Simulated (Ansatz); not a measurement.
CH$_{4}$F$_{2}$SSi (`FC[SiH](F)S`). Charge 0, multiplicity 1.

Z-matrix (Å, degrees):
```
C
Si 1 1.886
F 1 1.391 2 110.4
H 1 1.095 2 110.5 3 -119.8
H 1 1.095 2 111.2 3 120.0
S 2 2.111 1 109.6 3 45.2
F 2 1.598 1 107.8 3 -77.0
H 2 1.480 1 111.5 3 165.2
H 6 1.346 2 92.4 1 -37.2
```

What are the harmonic wavenumbers in cm⁻¹ at PBE0-D4/def2-TZVP (Ansatz, finite differences of forces, unscaled)? (An estimate is asked.)

The calculation gave: 67, 136, 202, 237, 247, 394, 518, 623, 704, 764, 835, 870, 915, 1064, 1247, 1318, 1456, 2260, 2696, 3045, 3102.

Is this a minimum?

Yes, all 21 modes are real.

Give the ideal-gas thermochemistry at 298.15 K and 1 bar (rigid rotor, harmonic oscillator; point group C1, symmetry number 1).

Zero-point energy 135.8 kJ/mol; H(298) − E = 156.6 kJ/mol; entropy 349.8 J/(mol·K), of which translation 167.9, rotation 115.2, vibration 66.7; G(298) − E = 52.3 kJ/mol. Modes under 100 cm⁻¹ are hindered rotations or soft bends, so the harmonic entropy is rough.
